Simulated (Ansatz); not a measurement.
# One elementary step

Start structure (BSiH$_{5}$Cl$_{2}$, closed shell), relaxed at PBE0-D4/def2-TZVP:

| atom | x (Å) | y (Å) | z (Å) |
| --- | --- | --- | --- |
| B1 | 0.1517 | -0.0440 | -1.1828 |
| Si2 | 1.0705 | 0.2307 | 0.5937 |
| Cl3 | 0.0413 | -1.6331 | -1.8933 |
| Cl4 | -0.5061 | 1.3075 | -2.0677 |
| H5 | -2.2935 | -0.7489 | 0.7688 |
| H6 | -2.4335 | -0.0179 | 0.7064 |
| H7 | 2.5168 | 0.4659 | 0.3251 |
| H8 | 0.5174 | 1.4155 | 1.2992 |
| H9 | 0.9352 | -0.9757 | 1.4505 |

The step: BSiH₃Cl₂ ([SiH3][B]([Cl])[Cl]) + H₂ → BHCl₂ ([Cl][BH][Cl]) + SiH₄; bonds formed: B1–H6, Si2–H5; bonds broken: B1–Si2, H5–H6. Program: Ansatz 0.2.0. Basis: def2-TZVPP and def2-QZVPP. Cores are frozen in the correlated methods. Extrapolation: Hartree–Fock as exp(−7.88 √X), correlation as X^−2.97. Energies below are by CCSD(T) at an estimated basis limit (MP2 extrapolated from triple and quadruple zeta, plus CCSD(T) − MP2 in triple zeta).

**Question.** What are the electronic barrier and the energy of the step, from the start structure to the end structure? (Judge from chemistry; the value comes from the calculation.)

**Answer.** Computed: Barrier 0.999 eV; step energy -0.404 eV (downhill); reverse barrier, their difference, 1.403 eV. Barrier and step energy count from the start structure, the reverse barrier from the end structure.

The saddle point: One imaginary mode of 827i cm⁻¹.
| pair | start (Å) | saddle (Å) | end (Å) |
| --- | --- | --- | --- |
| B1–H6 | 3.20 | 1.30 | 1.19 |
| Si2–H5 | 3.51 | 2.02 | 1.49 |
| B1–Si2 | 2.02 | 2.11 | 3.83 |
| H5–H6 | 0.75 | 1.02 | 2.85 |

Zero-point energy (harmonic, PBE0-D4): ZPE is 1.149 eV at the start and 1.301 eV at the saddle, so the barrier goes from 0.999 to 1.151 eV.

T1 diagnostic: at most 0.013. The end structure is not quite a true minimum (one mode of 30i cm⁻¹).

Labels in which every atom is bracketed show which atoms are joined, not bond orders.

For scale, one of the runs: CCSD(T)/def2-TZVPP, 227 basis functions (an equivalent command: `ansatz run in.yaml --threads 4`). Time: 74 s of wall clock on 4 CPU threads; the host was shared. Peak host memory: 3.4 GiB.
